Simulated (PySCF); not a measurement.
# Exercise with solution: oscillator strength and radiative lifetime

Ge(F)(Cl)2(Me) (CH₃Cl₂FGe), SMILES [CH3][Ge]([F])([Cl])[Cl].

Coordinates come from a B3LYP-D3(BJ)/def2-SVP optimisation. This is a generated structure with no PubChem entry under its InChIKey; it may be hypothetical.

TDA-ωB97X/def2-SVPD run with PySCF 2.14.0 puts the first singlet state with f over 0.02 at 7.26 eV (vertical), with the transition dipole (0.000, 0.000, 0.420) in atomic units.

**Question.** Find the oscillator strength, the wavelength and the radiative lifetime that this transition would have in vacuum if emission retraced absorption.

**Answer.** 
|μ|² = 0.1764 au, so |μ| = 1.07 D. ΔE = 7.26/27.211 = 0.2668 hartree. f = (2/3) ΔE |μ|² = 0.031 (the program prints 0.031).
λ = 1239.84/7.26 = 171 nm; ν = 58556 cm⁻¹.
Einstein's coefficient A = 0.6670 ν² f s⁻¹ (ν in cm⁻¹) = 7.2e7 s⁻¹, so τ = 1/A = 14 ns. This state is S1. The figure is the radiative limit of this one transition; relaxation, internal conversion, crossing to triplets and a medium change what is measured.
